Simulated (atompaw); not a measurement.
# Building the PAW (atompaw) potential for Sn (Z = 50) (LDA (PW92), scalar-relativistic).

```
Element                 : tin (Sn)
Generator               : atompaw 4.2.0.5
Type                    : PAW
Functional              : LDA (PW92)
Relativity              : scalar-relativistic
Frozen core             : [Kr] 4d10
Valence charge          : 4
Reference configuration : 5s2 5p1 (charge +1)
Partial waves           : 5s (bound): rc 2.05 bohr; 5s channel at 0.2 Ry: rc 2.25 bohr; 5p (bound): rc 2.15 bohr; 5p channel at 0.25 Ry: rc 2.25 bohr; 5d channel at 0.05 Ry: rc 2.25 bohr
Local potential         : troulliermartins scheme with l = 3 at 1 Ry, radius 1.95 bohr
Core correction         : smooth core density matched at 1.90 bohr
Augmentation charge     : besselshape compensation charge, radius 1.85 bohr; PAW radius 2.25 bohr; waves and projectors: custom polynom2 7 10 vanderbiltortho
```

All-electron outer shells of the reference configuration (LDA (PW92), scalar-relativistic, ld1.x):

```
shell  level (eV)  outermost node (bohr)  outermost maximum (bohr)
   5s      -18.16                   0.98                      1.97
   5p      -10.52                   1.08                      2.40
```

Q: Does the generator finish with these settings?

A: Yes, a potential is produced.

Q: Estimate the cutoffs (Ry, on a coarse ladder) from which the occupation-weighted sum of valence levels, in a spherical-Bessel basis at the reference potential, stays within 10 and 1 mRy of its value at 400 Ry.

A: 15 Ry and 15 Ry.

Q: What does a ghost test show?

A: Ghost states, extra bound levels that the all-electron valence spectrum of the same l lacks: s at -607.6 eV, p at -130.6 eV, d at -4.6 eV. A true bound ghost makes a file unfit for plane-wave use.

Q: Is the overlap operator S = 1 + Σ q|β⟩⟨β| positive definite (Bessel basis up to 400 Ry)?

A: Barely: its lowest eigenvalue is 0.002 (s channel).
